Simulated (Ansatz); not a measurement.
CH8N2OSi (`NC[SiH](N)O`) from Hartree–Fock to CCSD(T)

```tsv
atom	x (Å)	y (Å)	z (Å)
N1	0.920	-1.250	-0.887
C2	-0.426	-1.130	-0.325
Si3	-0.614	0.620	0.307
N4	0.547	1.045	1.489
O5	-0.420	1.521	-1.066
H6	1.096	-2.187	-1.228
H7	1.020	-0.622	-1.675
H8	-1.240	-1.393	-1.019
H9	-0.514	-1.803	0.534
H10	-1.944	0.863	0.935
H11	1.483	0.677	1.424
H12	0.273	1.221	2.440
H13	-0.183	2.439	-0.929
```

The species carries charge 0 and has multiplicity 1. All single points use the PBE0-D4/def2-TZVP geometry. It is one conformer, not always the lowest. Frozen core, restricted reference, Ansatz. CBS rows extrapolate triple and quadruple zeta; past MP2 they add the triple-zeta difference.

```
     basis     HF (Eh)  MP2 corr.
def2-TZVPP  -515.41682   -0.97036
def2-QZVPP  -515.43758   -1.04224
```

**Question.** Estimate the CCSD correlation energy and the (T) correction in each basis where they were run (hartree).

**Answer.** 
```
     basis  CCSD corr.       (T)
def2-TZVPP    -1.00911  -0.03735
 CBS(def2)    -1.13424     as TZ
```
